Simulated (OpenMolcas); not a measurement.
## Levels of Tb3+ by method

- Program: OpenMolcas 26.06
- Basis: ANO-RCC-VQZP [9s8p6d4f3g2h]
- Scalar Hamiltonian: DKH2, point nucleus
- Active space: 8 electrons in 7 orbitals (4f)
- State averaging: 2S+1 = 7 even, 7 roots; 2S+1 = 5 even, 140 roots (77 in the spin-orbit step); 2S+1 = 3 even, 45 roots kept (CI in the orbitals of an earlier block, 3 in the spin-orbit step); 2S+1 = 1 even, 1 root kept (CI in the orbitals of an earlier block, 0 in the spin-orbit step)
- Spin-orbit coupling: RASSI with atomic mean-field integrals over the reference wave functions, term energies averaged over their components

Methods on the same reference wave functions:
A. CASSCF
B. SS-CASPT2, IPEA 0.25 Eh, imaginary shift 0.1 Eh (closed shells correlated: 5s 5p)

Energies in cm-1 above 4f8 7F6, the measured ground level; measured values from Martin, Zalubas and Hagan, Atomic Energy Levels: The Rare-Earth Elements, NSRDS-NBS 60 (1978).

```json
{"Level": "4f8 7F6", "A": "0.0", "B": "0.0", "Measured": "0.0"}
{"Level": "4f8 7F5", "A": "1975", "B": "1987", "Measured": "2052"}
{"Level": "4f8 7F4", "A": "3344", "B": "3300", "Measured": "3314"}
{"Level": "4f8 7F3", "A": "4431", "B": "4380", "Measured": "4292"}
{"Level": "4f8 7F2", "A": "5248", "B": "5200", "Measured": "4978"}
{"Level": "4f8 7F1", "A": "5804", "B": "5760", "Measured": "5432"}
{"Level": "4f8 7F0", "A": "6086", "B": "6050", "Measured": "5654"}
{"Level": "4f8 5D4", "A": "24254", "B": "20880", "Measured": ""}
{"Level": "4f8 5D3", "A": "29757", "B": "26420", "Measured": ""}
{"Level": "4f8 5L10", "A": "31219", "B": "29960", "Measured": ""}
{"Level": "4f8 5L9", "A": "32091", "B": "30770", "Measured": ""}
{"Level": "4f8 5D2", "A": "32237", "B": "28700", "Measured": ""}
{"Level": "4f8 5L8", "A": "33014", "B": "31680", "Measured": ""}
{"Level": "4f8 5G5", "A": "33203", "B": "29820", "Measured": ""}
{"Level": "4f8 5G6", "A": "33288", "B": "29960", "Measured": ""}
{"Level": "4f8 5G4", "A": "33675", "B": "30250", "Measured": ""}
{"Level": "4f8 5L7", "A": "33942", "B": "32610", "Measured": ""}
{"Level": "4f8 5G3", "A": "34408", "B": "30950", "Measured": ""}
{"Level": "4f8 5D1", "A": "34438", "B": "30950", "Measured": ""}
{"Level": "4f8 5L6", "A": "34837", "B": "33540", "Measured": ""}
{"Level": "4f8 5G2", "A": "35205", "B": "31700", "Measured": ""}
{"Level": "4f8 5D0", "A": "35568", "B": "32100", "Measured": ""}
{"Level": "4f8 5H7", "A": "37292", "B": "34130", "Measured": ""}
```

Deviations, from unrounded energies. A percentage is the sum of absolute deviations over the sum of measured energies, with the sign that they share, or ± where signs differ.

```
                  Against measurement  Levels     A     B
       mean absolute deviation (cm-1)       6   220   180
fine structure of the ground term (%)       6  ±5.1  ±4.3
```

B lies closest to measurement on these levels. The largest miss of B in the table is 4f8 7F0, by +390 cm-1. The ranking rests on the paired levels alone, and a cruder setting can come out closer through cancelling errors.

From A to B the spin-free energies of the other terms of 4f8 shown, above 7F, scale by factors of 0.86 to 0.95, as is usual when dynamic correlation screens the repulsion within a d or f shell.

The lowest spin-free term lies below A's lowest term by 0.665 hartree in B.

CASPT2 does not keep the components of a term degenerate, so their means are used; among the terms shown or strongly mixed into the levels shown the widest spread is 160 cm-1 (4f8 5I, B). High states are left out of the spin-orbit mixing, which shifts the levels that they would mix with. Without dynamic correlation excited terms often stand tens of per cent too high (terms of higher spin than the ground term too low), and those without a measured partner can miss by more than the paired ones (holds for A). Measured partners are found by configuration, term and J. A level has none where our copy of the source lacks it or the pairing is in doubt (some pairs that miss far off the trend of their configuration count as doubtful), and it then counts in no deviation. Levels of configurations outside the active space are missing. The table leaves out levels that lie high or whose names do not pair safely across all columns.
